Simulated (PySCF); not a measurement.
# Dipole response of Ar⁺ (argon, charge +1)

[Ne] 3s2 3p5, 2P determinant. All numbers are calculated (PySCF 2.14, no relativity, point nucleus, in aug-cc-pwCVQZ). Coupled (time-dependent) response in atomic units; α is the mean over directions.

```csv
method,mean α (bohr³),"α xx, yy, zz",C₆ (like pair),S(−4)
UHF,6.797,"6.688, 6.851, 6.851",30.49,9.690
PBE,7.083,"6.891, 7.179, 7.179",32.03,11.02
PBE0,6.949,"6.787, 7.030, 7.030",31.29,10.40
```

S(−4) is the Cauchy moment in α(ω) = α(0) + S(−4) ω² + …

α(iu) at UHF:

```csv
u (hartree),α(iu) (bohr³)
0,6.797
0.0500,6.773
0.100,6.701
0.200,6.433
0.300,6.034
0.500,5.058
0.750,3.880
1.00,2.953
1.50,1.791
2.00,1.178
3.00,0.6188
5.00,0.2679
```

A single London oscillator, α(iu) = α/(1 + u²/ω²), gives C₆ = (3/4) ω α². Matching the computed C₆ needs ω = 4 × 30.49 / (3 × 6.797²) = 0.880 hartree.

For an ion, C₆ is the dispersion term alone; charge-induced terms of lower order in 1/R come first.

The components differ because the open shell of this determinant is not spherical; for a pure term their mean is the scalar polarisability.
